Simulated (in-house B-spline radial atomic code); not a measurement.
The outermost shell (largest non-relativistic mean radius) with and without relativity; Dirac values are averaged over j. Computed with a B-spline radial code for spherical atoms: non-relativistic Hartree-Fock and Dirac-Hartree-Fock, averages of the configuration (point nuclei without relativity, finite nuclei with it).

| ion | configuration | outermost shell | radius non-relativistic (bohr) | radius Dirac (bohr) | radius change (%) | level non-relativistic (eV) | level Dirac (eV) | spin-orbit splitting (eV) |
| --- | --- | --- | --- | --- | --- | --- | --- | --- |
| Ga5+ | [Ar] 3d8 | 3d | 0.70185 | 0.704 | 0.30642 | -116.994 | -116.32 | 0.56971 |
| Ge5+ | [Ar] 3d9 | 3d | 0.67721 | 0.67931 | 0.30999 | -120.534 | -119.8 | 0.68021 |
| As5+ | [Ar] 3d10 | 3d | 0.65433 | 0.65638 | 0.31345 | -124.043 | -123.26 | 0.80646 |
| Se5+ | [Ar] 3d10 4s1 | ? | ? | ? | ? | ? | ? | ? |
| Br5+ | [Ar] 3d10 4s2 | 4s | 1.5135 | 1.491 | -1.4848 | -84.269 | -85.551 | - |
| Kr5+ | [Ar] 3d10 4s2 4p1 | 4p | 1.5668 | 1.5584 | -0.53205 | -76.795 | -77.07 | 1.0226 |
| Rb5+ | [Ar] 3d10 4s2 4p2 | ? | ? | ? | ? | ? | ? | ? |
| Sr5+ | [Ar] 3d10 4s2 4p3 | 4p | 1.4176 | 1.4092 | -0.59153 | -86.645 | -86.993 | 1.4952 |

(1) Fill in the row of Se5+.

(2) Fill in the row of Rb5+.

(3) Which member changes most?

Answers

(1) outermost shell: 4s; radius non-relativistic (bohr): 1.5887; radius Dirac (bohr): 1.5659; radius change (%): -1.4372; level non-relativistic (eV): -79.700; level Dirac (eV): -80.874.

(2) outermost shell: 4p; radius non-relativistic (bohr): 1.4882; radius Dirac (bohr): 1.4799; radius change (%): -0.56058; level non-relativistic (eV): -81.685; level Dirac (eV): -81.995; spin-orbit splitting (eV): 1.243.

(3) Bromine (Br5+): its 4s shell contracts by 1.5 %.
